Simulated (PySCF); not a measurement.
Screening by computed properties: pick the candidate that meets the target.

All species are isolated and taken at one optimised geometry, non-relativistic unless stated; the electronic structure was computed with PySCF and density fitting.

The conformers computed, where there is a choice (atom-mapped SMILES and torsion angles):
- `[CH2:1]=[CH:2][CH2:3][O:4][Si@@H:5]([SiH3:6])[C:7]#[N:8]`: C1–C2–C3–O4 -132°, C2–C3–O4–Si5 176°, C3–O4–Si5–Si6 -174°
- `[CH2:1]=[CH:2][P:3]1[C:4]([CH3:5])=[C:6]1[O:7][CH3:8]`: C1–C2–P3–C4 163°, C4–C6–O7–C8 -175°
- `[NH2:1][CH2:2][C:3]1=[CH:4][CH2:5][CH:6]=[CH:7]1`: N1–C2–C3–C4 -103°, H–N1–C2–C3 59°, H–N1–C2–C3 -58°
- `[CH:1]#[C:2][Si@:3]([NH2:4])([CH:5]=[CH2:6])[SiH2:7][OH:8]`: C2–Si3–C5–C6 -98°, C2–Si3–Si7–O8 54°, H–N4–Si3–C2 71°, H–N4–Si3–C2 -66°, H–O8–Si7–Si3 -176°
- `[CH:1]#[C:2][C:3](=[O:4])[C@@H:5]([CH3:6])[CH2:7][F:8]`: C2–C3–C5–C6 63°, C3–C5–C7–F8 171°
- `[CH2:1]=[CH:2][SiH2:3][C@@H:4]([C:5]#[N:6])[O:7][SiH3:8]`: C1–C2–Si3–C4 -14°, C2–Si3–C4–C5 60°, Si3–C4–O7–Si8 172°
- `[CH3:1][O:2][c:3]1[cH:4][pH:5][c:6]([CH3:7])[cH:8]1`: C1–O2–C3–C4 1°

(1) Wanted: dipole moment above 1.3 D (B3LYP/def2-SVPD) and HOMO energy above -7.5 eV (B3LYP/def2-SVPD), at GFN2-xTB geometries. Which candidate meets both?
A. `C=CP1C(C)=C1OC`
B. `C1C=CC(=C1)CN`
C. `C#C[Si@](N)(C=C)[SiH2]O`
D. `C=CCO[Si@@H]([SiH3])C#N`

(2) Wanted: lowest singlet excitation between 4.6 eV and 6 eV (TDDFT B3LYP/def2-SVPD) and smallest rotational constant above 0.8 GHz (GFN2-xTB), at GFN2-xTB geometries. Which candidate meets both?
A. `C=C[SiH2][C@@H](C#N)O[SiH3]`
B. `NCC1=CCC=C1`
C. `C=CCO[Si@@H]([SiH3])C#N`
D. `C#CC(=O)[C@@H](C)CF`
E. `C1(C)=C(P1C=C)OC`

(3) Wanted: electronic spatial extent ⟨r²⟩ about the centre of nuclear charge below 1000 bohr² (B3LYP/def2-SVPD) and static isotropic polarisability below 90 au (B3LYP/def2-SVPD), at GFN2-xTB geometries. Which candidate meets both?
A. `O=C(C#C)[C@@H](C)CF`
B. `[pH]1cc(OC)cc1C`
C. `C=CCO[Si@@H]([SiH3])C#N`
D. `C=CP1C(C)=C1OC`
E. `C1C=C(CN)C=C1`

Answers

(1) B. Computed values:
| species | dipole moment | HOMO energy |
| --- | --- | --- |
| C#C[Si@](N)(C=C)[SiH2]O | 0.73 D | -7.20 eV |
| C=CP1C(C)=C1OC | 1.04 D | -5.93 eV |
| C1C=CC(=C1)CN | 1.62 D | -6.11 eV |
| C=CCO[Si@@H]([SiH3])C#N | 3.49 D | -7.78 eV |

(2) B. Computed values:
| species | lowest singlet excitation | smallest rotational constant |
| --- | --- | --- |
| C#CC(=O)[C@@H](C)CF | 3.88 eV | 1.022 GHz |
| C1(C)=C(P1C=C)OC | 4.28 eV | 0.922 GHz |
| NCC1=CCC=C1 | 4.92 eV | 1.590 GHz |
| C=CCO[Si@@H]([SiH3])C#N | 5.74 eV | 0.594 GHz |
| C=C[SiH2][C@@H](C#N)O[SiH3] | 6.15 eV | 0.651 GHz |

(3) E. Computed values:
| species | electronic spatial extent ⟨r²⟩ about the centre of nuclear charge | static isotropic polarisability |
| --- | --- | --- |
| C1C=C(CN)C=C1 | 807 bohr² | 78.0 au |
| O=C(C#C)[C@@H](C)CF | 1100 bohr² | 73.8 au |
| [pH]1cc(OC)cc1C | 1322 bohr² | 100.4 au |
| C=CP1C(C)=C1OC | 1341 bohr² | 104.9 au |
| C=CCO[Si@@H]([SiH3])C#N | 1935 bohr² | 110.7 au |
